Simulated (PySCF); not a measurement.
Species: C₁₀H₁₀.
SMILES with atom numbers: `[CH:1]#[C:2][C:3]1=[CH:4][C:5]2([CH:6]=[CH:7]1)[CH2:8][CH2:9][CH2:10]2` (hydrogens: H11 on C1; H12 on C4; H13 on C6; H14 on C7; H15, H16 on C8; H17, H18 on C9; H19, H20 on C10)

Method: PBE0-D3(BJ)/def2-SVP geometry optimisation, gas phase (PySCF); density fitting, grid level 2; the optimiser is geomeTRIC in internal coordinates, started from a GFN2-xTB structure.

Step 3: E = -10509.8219 eV
```
atom  x, y, z in Å  |  force x, y, z in eV/Å
C1      4.3345    0.5368   -0.8467   -0.249  -0.049   0.070
C2      3.1777    0.3358   -0.5328    0.081   0.042  -0.042
C3      1.8343    0.0763   -0.1458   -0.031  -0.041   0.029
C4      0.7075    0.6814   -0.6047    0.003  -0.133   0.127
C5     -0.4911    0.0965    0.0687    0.021   0.080  -0.070
C6      0.1035   -0.9340    0.9828    0.023   0.087  -0.085
C7      1.4423   -0.9400    0.8549   -0.058   0.028  -0.022
C8     -1.6781   -0.4206   -0.8118   -0.003   0.002   0.125
C9     -2.6790    0.2413    0.1530    0.109   0.039  -0.048
C10    -1.5200    1.0577    0.7541   -0.018  -0.129  -0.010
H11     5.3517    0.7173   -1.1284    0.129   0.026  -0.036
H12     0.6640    1.4730   -1.3501   -0.009   0.062  -0.058
H13    -0.4922   -1.5672    1.6400   -0.020  -0.037   0.040
H14     2.1500   -1.5754    1.3848    0.055  -0.031   0.023
H15    -1.6717    0.0452   -1.8064    0.006   0.051  -0.014
H16    -1.7302   -1.5104   -0.9381   -0.008  -0.027  -0.033
H17    -3.1151   -0.4704    0.8682    0.017  -0.029   0.029
H18    -3.4998    0.8116   -0.3023   -0.048   0.009  -0.005
H19    -1.4489    1.1201    1.8483   -0.002   0.032   0.030
H20    -1.4551    2.0737    0.3424    0.003   0.018  -0.051
```

Step 4: E = -10509.8270 eV
```
atom  x, y, z in Å  |  force x, y, z in eV/Å
C1      4.3444    0.5011   -0.8285   -0.449  -0.087   0.126
C2      3.1817    0.3227   -0.5195    0.198   0.047  -0.056
C3      1.8330    0.0813   -0.1381    0.102  -0.008  -0.036
C4      0.7210    0.7021   -0.6142   -0.043  -0.298   0.290
C5     -0.4905    0.1263    0.0466    0.099   0.115  -0.108
C6      0.0887   -0.9095    0.9668   -0.032   0.060  -0.054
C7      1.4293   -0.9338    0.8610   -0.241   0.218  -0.172
C8     -1.6765   -0.3940   -0.8325   -0.018   0.013   0.268
C9     -2.6684    0.1883    0.1948    0.229   0.092  -0.109
C10    -1.5281    1.0754    0.7348   -0.046  -0.273  -0.031
H11     5.3649    0.6526   -1.1044    0.238   0.055  -0.068
H12     0.6959    1.4894   -1.3619    0.001   0.114  -0.105
H13    -0.5247   -1.5325    1.6144   -0.047  -0.089   0.093
H14     2.1210   -1.5747    1.4025    0.091  -0.044   0.025
H15    -1.7169    0.1330   -1.7943    0.017   0.068  -0.043
H16    -1.6920   -1.4752   -1.0205   -0.021  -0.055  -0.041
H17    -2.9980   -0.5609    0.9271    0.000  -0.043   0.046
H18    -3.5557    0.6988   -0.1998   -0.085   0.025  -0.016
H19    -1.4229    1.1871    1.8216   -0.010   0.043   0.059
H20    -1.5217    2.0713    0.2742    0.016   0.047  -0.069
```

**Question.** Estimate the geometry and energy of step 5. (The exact step hangs on the optimiser's Hessian estimate; all steps are aligned on step 4, rigid shifts and turns removed.)

**Answer.** E = -10509.8326 eV, largest force 0.343 eV/Å
```
atom  x, y, z in Å  |  force x, y, z in eV/Å
C1      4.3525    0.4906   -0.8179   -0.325  -0.065   0.090
C2      3.1876    0.3179   -0.5162    0.109   0.046  -0.050
C3      1.8353    0.0834   -0.1430    0.000  -0.050   0.028
C4      0.7229    0.7036   -0.6171   -0.042  -0.165   0.158
C5     -0.4911    0.1322    0.0407    0.061   0.065  -0.061
C6      0.0796   -0.9060    0.9639    0.037   0.121  -0.116
C7      1.4201   -0.9272    0.8541   -0.113   0.059  -0.037
C8     -1.6784   -0.3871   -0.8349   -0.018   0.018   0.191
C9     -2.6639    0.1739    0.2084    0.176   0.077  -0.088
C10    -1.5297    1.0786    0.7282   -0.038  -0.195  -0.030
H11     5.3771    0.6382   -1.0882    0.166   0.041  -0.045
H12     0.6997    1.4919   -1.3658   -0.009   0.084  -0.074
H13    -0.5340   -1.5289    1.6132   -0.017  -0.058   0.059
H14     2.1115   -1.5688    1.3965    0.076  -0.041   0.022
H15    -1.7310    0.1616   -1.7847    0.012   0.043  -0.035
H16    -1.6878   -1.4649   -1.0456   -0.016  -0.036  -0.031
H17    -2.9608   -0.5840    0.9465   -0.004  -0.030   0.033
H18    -3.5708    0.6659   -0.1667   -0.059   0.014  -0.008
H19    -1.4160    1.2123    1.8122   -0.008   0.034   0.039
H20    -1.5382    2.0654    0.2466    0.012   0.037  -0.045
```

The energy changes by -0.0056 eV. The first-order estimate −F·Δx gives -0.0080 eV and the mean of the old and new forces, exact on a quadratic surface, -0.0053 eV. The step makes an angle of 86° with the force vector and moves no atom by more than 0.049 Å.

The cost below is that of the whole optimisation. The run took 2.6 min on Arm Neoverse V2, one thread, no GPU (shared host), and the process peaked at 0.86 GiB of memory.
